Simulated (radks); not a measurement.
All-electron atom: Ho in [Xe] 4f11 6s1 6p1 (not the ground configuration). Method: scalar-relativistic Kohn-Sham, PBE, spin-unpolarised, spherical densities, finite nucleus; Fermi nuclear charge, rms radius 5.2022 fm; computed with a radial shooting solver on a logarithmic mesh with Libxc functionals.

Unscreened Slater integrals over Kohn-Sham orbitals (cm^-1).

integral,value
"F0(6p,6p)",35476
"F2(6p,6p)",18930
"F0(6p,6s)",40582
"G1(6p,6s)",23328
"F0(6p,4f)",46933
"F2(6p,4f)",4096.2
"G2(6p,4f)",1052.3
"G4(6p,4f)",917.18
"F0(6p,5p)",45831
"F2(6p,5p)",7757.0
"G0(6p,5p)",1355.3
"G2(6p,5p)",1753.5
"F0(6s,6s)",49923
"F0(6s,4f)",65419
"G3(6s,4f)",2235.4
"F0(6s,5p)",62959
"G1(6s,5p)",4395.6
"F0(4f,4f)",245630
"F2(4f,4f)",112920
"F4(4f,4f)",70166
"F6(4f,4f)",50295
"F0(4f,5p)",155630
"F2(4f,5p)",53185
"G2(4f,5p)",29395
"G4(4f,5p)",22120
"F0(5p,5p)",130400
"F2(5p,5p)",69835

Derived for the open shells (J is the average intra-shell exchange parameter used in DFT+U). 4f: F4/F2 = 0.621, F6/F2 = 0.445, J = (286 F2 + 195 F4 + 250 F6)/6435 = 9099 cm^-1. 6p: J = F2/5 = 3786 cm^-1.
